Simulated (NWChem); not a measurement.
Molecule: GaH3O3; SMILES [OH][Ga]([OH])[OH]

```xyz
7

Ga     0.0000     0.0000     0.0000
O      1.7741     0.0000     0.0000
H      2.1514    -0.8860     0.0000
O     -0.8870    -1.5364     0.0000
H     -1.8430    -1.4202     0.0000
O     -0.8870     1.5364     0.0000
H     -0.3084     2.3062     0.0000
```
Atoms are numbered in this order, from 1.

Results from NWChem. Geometry: optimised at PBE0/def2-SVP. Level M06-2X/def2-SVP: energy and gradient on several grids; changes count from the extra-fine grid, which is no exact limit either.

Question: Which is the coarsest grid (coarse; medium; fine; xcoarse; xfine) from which on the energy stays within 500 μHa and each gradient component within 500 μHa/bohr of xfine?

Answer: medium.
```tsv
grid	size of the energy change (μHa)	largest change of a gradient component (μHa/bohr)
xcoarse	30000	2000
coarse	1000	200
medium	50	100
fine	< 10	< 30
xfine	< 10	< 30
```
